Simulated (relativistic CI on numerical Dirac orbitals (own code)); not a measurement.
# Slater and spin-orbit integrals, Gd²⁴⁺

Computed by Dirac-Coulomb-Breit CI, separate exchange-only KLI orbitals for each configuration, a model potential for QED, unscaled Slater integrals (own radial code, finite nucleus).

Slater integrals F^k, G^k are unscaled and averaged over j, outside the closed core [Ar] 3d10; ζ comes from projecting the Hamiltonian with its Breit term on Σ l·s of the shell.

- 4s2 4p6 4d4: F^2(4d,4d) = 184740, F^4(4d,4d) = 125560, ζ(4d) = 24846 cm⁻¹; <r>(4d) = 0.5466, <r^2>(4d) = 0.3413 (bohr units).
- 4s2 4p5 4d5: ζ(4p) = 207440, F^2(4d,4d) = 184720, F^4(4d,4d) = 125530, F^2(4p,4d) = 187760, G^1(4p,4d) = 235340, G^3(4p,4d) = 150010, ζ(4d) = 24744 cm⁻¹; <r>(4p) = 0.5341, <r^2>(4p) = 0.3224, <r>(4d) = 0.5466, <r^2>(4d) = 0.3414 (bohr units).
- 4s2 4p6 4d3 4f: F^2(4d,4d) = 184650, F^4(4d,4d) = 125490, ζ(4d) = 24840, F^2(4d,4f) = 183660, F^4(4d,4f) = 120220, G^1(4d,4f) = 198680, G^3(4d,4f) = 134330, G^5(4d,4f) = 97941, ζ(4f) = 3332.6 cm⁻¹; <r>(4d) = 0.547, <r^2>(4d) = 0.3417, <r>(4f) = 0.5343, <r^2>(4f) = 0.3256 (bohr units).

Problem. Give the Racah parameters of the d shell in 4s2 4p6 4d4.

Solution. B = F²/49 − 5F⁴/441 = 2347 cm⁻¹ and C = 35F⁴/441 = 9965 cm⁻¹.

Averages of the first 10 configurations, taken without configuration mixing, which lowers the lowest level and can move excited configurations by several eV; other configurations of the list can lie among them:

```json
{"Configuration": "4s2 4p6 4d4", "Parity": "even", "States": "210", "Average energy above the lowest level (eV)": "22.1"}
{"Configuration": "4s2 4p5 4d5", "Parity": "odd", "States": "1512", "Average energy above the lowest level (eV)": "167.1"}
{"Configuration": "4s2 4p6 4d3 4f", "Parity": "odd", "States": "1680", "Average energy above the lowest level (eV)": "174.7"}
{"Configuration": "4s 4p6 4d5", "Parity": "even", "States": "504", "Average energy above the lowest level (eV)": "275.5"}
{"Configuration": "4s 4p6 4d4 4f", "Parity": "odd", "States": "5880", "Average energy above the lowest level (eV)": "426.4"}
{"Configuration": "4s2 4p6 4d3 5s", "Parity": "even", "States": "240", "Average energy above the lowest level (eV)": "272.2"}
{"Configuration": "4s2 4p6 4d3 5d", "Parity": "even", "States": "1200", "Average energy above the lowest level (eV)": "375.0"}
{"Configuration": "4s2 4p6 4d3 6s", "Parity": "even", "States": "240", "Average energy above the lowest level (eV)": "477.6"}
{"Configuration": "4p6 4d6", "Parity": "even", "States": "210", "Average energy above the lowest level (eV)": "532.4"}
{"Configuration": "4p5 4d7", "Parity": "odd", "States": "720", "Average energy above the lowest level (eV)": "674.9"}
```
